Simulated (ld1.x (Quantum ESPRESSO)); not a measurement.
# LDA (PZ) RRKJ dataset for Mg (Z = 12), scalar-relativistic all-electron reference.

Mg (Z = 12), norm-conserving RRKJ (Kleinman–Bylander form), made with ld1.x (Quantum ESPRESSO) 7.5 (LDA (PZ), scalar-relativistic). Core [He] 2s2, reference 2p6 3s2 3p0. Waves: 2p (bound): rc 0.85 bohr; 3d channel at 0.2 Ry: rc 2.65 bohr; 3s (bound): rc 2.50 bohr. Local part: the s channel. Core correction: Bessel-smoothed model core, default radius (core density twice the valence density). rho0 = 0.005.

All-electron outer shells of the reference configuration (LDA (PZ), scalar-relativistic, ld1.x):

| shell | level (eV) | outermost node (bohr) | outermost maximum (bohr) |
| --- | --- | --- | --- |
| 1s | -1253.43 | – | 0.09 |
| 2s | -79.28 | 0.18 | 0.55 |
| 2p | -46.72 | – | 0.48 |
| 3s | -4.79 | 0.90 | 2.53 |
| 3p | -1.38 | 0.96 | 3.50 |

Results:

```
Cutoffs needed           : 180 Ry and 260 Ry (the cutoffs (Ry, on a coarse ladder) from which the occupation-weighted sum of valence levels, in a spherical-Bessel basis at the reference potential, stays within 10 and 1 mRy of its value at 400 Ry)
Ghost test               : no extra level below or beside the all-electron valence levels (p, d, s, f tested) (spherical-Bessel basis up to 400 Ry, 20 bohr box)
Largest excitation error : -1346 meV (all-electron minus pseudo) for 2p6 3s0 3p2, out of 7 test configurations
```

Generation and tests took about 2.1 s on one core of a shared server CPU.
